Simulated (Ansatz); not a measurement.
Gas-phase electronic energies from Ansatz, PBE0-D4/def2-TZVP geometries. CCSD(T)/CBS is the MP2 limit (def2-TZVPP, def2-QZVPP) plus CCSD(T) − MP2 in def2-TZVPP, frozen cores. This one scheme is used for every species. Functionals use def2-TZVPP. HSE06 is defined as in plane-wave codes. def2 core potentials past Kr. For Br, Sn outer-core shells are correlated without core-valence functions, which leaves a few kJ/mol of doubt a bond. Scalar relativity is left out up to krypton.

Reaction (ligand exchange at the Sn–Br bond): `[CH3][Sn][Br]` + H–F → `[CH3][Sn][F]` + HBr

`[CH3][Sn][Br]`:

```xyz
6

C    -0.179    0.299    0.623
Sn   -0.961   -0.209   -1.345
Br    1.220   -1.224   -2.152
H     0.691    0.951    0.509
H     0.157   -0.614    1.123
H    -0.928    0.797    1.242
```

H–F:

Cartesian coordinates in Å:
```
F 0.134 0.317 -0.305
H -0.134 -0.317 0.305
```

`[CH3][Sn][F]`:

Z-matrix (Å, degrees):
```
C
Sn 1 2.175
H 1 1.094 2 108.8
H 1 1.094 2 108.9 3 116.6
H 1 1.092 2 113.1 3 -121.6
F 2 1.952 1 92.9 3 -59.7
```

HBr:

```xyz
2

Br   -0.608   -0.334   -0.151
H     0.608    0.334    0.151
```

```csv
level,ΔE (kcal/mol),difference from CCSD(T)/CBS
BLYP-D4,9.4,-3.3
BHLYP-D4,13.2,0.5
CAM-B3LYP-D4,9.2,-3.5
ωB97X-V,9.7,-3.0
HSE06,12.9,0.2
RPA@PBE/def2-TZVPP,10.1,-2.6
CCSD(T)/def2-SVP,10.6,-2.1
CCSD/def2-TZVPP,12.0,-0.7
MP2/def2-QZVPP,13.9,1.2
SCS-MP2/def2-QZVPP,12.1,-0.6
CCSD(T)/CBS,12.7,0
```

Largest T1 diagnostic among the species: 0.015.

From r2SCAN to r2SCAN0 (25 % exact exchange), in def2-TZVPP and without D4, ΔE moves by +2.1 kcal/mol. The D4 term adds +1.4 kcal/mol with B3LYP and +0.8 kcal/mol with PBE0; it sums over pairs of atoms, weighted by their polarisabilities, and B3LYP, whose exchange is more repulsive, gets the larger term. At CCSD(T), def2-SVP lies −2.1 kcal/mol from the extrapolated value and def2-TZVPP −0.7 kcal/mol.

B3LYP here is the variant with VWN-RPA as its local correlation; programs differ in this.
